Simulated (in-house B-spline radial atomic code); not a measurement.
**BHandHLYP excitations of Mg2+**

Method: BHandHLYP. Computed with an all-electron radial atomic-structure program (B-spline basis): linear response of the closed shell [He] 2s2 2p6 with the functional's adiabatic kernel; non-relativistic, point nucleus, no spin-orbit coupling, no double excitations, S, P, D and F terms only. Only terms of natural parity with L up to 3 were computed.

Command:
```bash
python run_td.py task.json out
```
Settings (radii: box in bohr, nucleus in fm):
```
Z                        12
electrons                10
configuration            [He] 2s2 2p6
hamiltonian              nr
method                   bhandhlyp
box_radius               29.48
intervals                52
```

Cost of the run: 0.3 s on 1 thread of Intel(R) Xeon(R) Platinum 8375C CPU @ 2.90GHz (Ice Lake) (shared host).

The lowest states, in the order of their Tamm-Dancoff energies; the method's threshold (minus the highest occupied level) is 74.87 eV. Labels give the largest channel, * marks a mixed state, and oscillator strengths are full-response dipole values. Semilocal kernels can invert the small singlet-triplet splittings of Rydberg terms. Energies in eV:

```json
{"state": "2p → 3s 3P", "full response": "?", "Tamm-Dancoff": "?", "oscillator strength": "-"}
{"state": "2p → 3s 1P", "full response": "51.58", "Tamm-Dancoff": "51.60", "oscillator strength": "0.202"}
{"state": "2p → 3p 3S", "full response": "55.89", "Tamm-Dancoff": "55.95", "oscillator strength": "-"}
{"state": "2p → 3p 3D", "full response": "?", "Tamm-Dancoff": "?", "oscillator strength": "-"}
{"state": "2p → 3p 1D", "full response": "57.08", "Tamm-Dancoff": "57.08", "oscillator strength": "-"}
{"state": "2p → 3p 1S", "full response": "59.65", "Tamm-Dancoff": "59.91", "oscillator strength": "-"}
{"state": "2p → 3d 3P", "full response": "63.54", "Tamm-Dancoff": "63.54", "oscillator strength": "-"}
{"state": "2p → 3d 3F", "full response": "63.60", "Tamm-Dancoff": "63.61", "oscillator strength": "-"}
{"state": "2p → 3d 1F", "full response": "63.78", "Tamm-Dancoff": "63.78", "oscillator strength": "-"}
{"state": "2p → 3d 1P", "full response": "64.13", "Tamm-Dancoff": "64.15", "oscillator strength": "0.394"}
```

Question: Where does 2p → 3p 3D lie?

Answer: At 56.52 eV in full response, 56.55 eV in Tamm-Dancoff.

Question: Where does 2p → 3s 3P lie?

Answer: At 50.79 eV in full response, 50.81 eV in Tamm-Dancoff.

Question: How large is the singlet-triplet splitting of 2p → 3s (P terms) in Tamm-Dancoff?

Answer: 0.786 eV, from the unrounded values.

Question: What polarisabilities and dispersion coefficient does the method give?

Answer: Dipole 0.4894 bohr³, quadrupole 0.5612 bohr⁵, C6 0.587 hartree·bohr⁶ for two such species.
